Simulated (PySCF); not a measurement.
Species: C7H6BN.
Numbering: `[N:1]#[C:2][B:3]1[CH:4]=[CH:5][CH:6]=[CH:7][CH:8]=[CH:9]1` (hydrogens: H10 on C4; H11 on C5; H12 on C6; H13 on C7; H14 on C8; H15 on C9)

Four sets of settings were typed for PySCF runs (density fitting) on one GFN2-xTB geometry. Runs with no stated cap are allowed at least 80 cycles.

Task: One run ended without self-consistency. Which?
A. PBE0/def2-SVPD
B. PBE0/3-21G
C. PBE0/pcSseg-1
D. OPBE/def2-SVP, DIIS off, at most 74 cycles

Result: D. The energy swings between two values 180 Eh apart, cycle after cycle, with a gradient of 1.6e+01 at cycle 74; DIIS was off. Go back to DIIS. Its energy and orbitals aren't self-consistent and shouldn't be used.

The end of its output:
```
cycle  66  E = -21.4593135693  dE = -1.801e+02  |g| = 1.629e+01  |ddm| = 9.743e+01
cycle  67  E = 158.6136063334  dE =  1.801e+02  |g| = 1.762e+01  |ddm| = 9.743e+01
cycle  68  E = -21.4593135693  dE = -1.801e+02  |g| = 1.629e+01  |ddm| = 9.743e+01
cycle  69  E = 158.6136063334  dE =  1.801e+02  |g| = 1.762e+01  |ddm| = 9.743e+01
cycle  70  E = -21.4593135693  dE = -1.801e+02  |g| = 1.629e+01  |ddm| = 9.743e+01
cycle  71  E = 158.6136063334  dE =  1.801e+02  |g| = 1.762e+01  |ddm| = 9.743e+01
cycle  72  E = -21.4593135693  dE = -1.801e+02  |g| = 1.629e+01  |ddm| = 9.743e+01
cycle  73  E = 158.6136063334  dE =  1.801e+02  |g| = 1.762e+01  |ddm| = 9.743e+01
cycle  74  E = -21.4593135693  dE = -1.801e+02  |g| = 1.629e+01  |ddm| = 9.743e+01
SCF not converged, last energy = -21.4593135693
```

The others met their thresholds:

```csv
settings,basis functions,SCF cycles,E (Eh),HOMO (eV),LUMO (eV),dipole (D)
PBE0/3-21G,93,14,-347.5904,-7.42,-2.16,5.84
PBE0/def2-SVPD,228,14,-349.2651,-7.66,-2.60,6.21
PBE0/pcSseg-1,183,14,-349.4655,-7.65,-2.57,6.17
```

Cycle counts include a coarse-grid stage where the run had one.
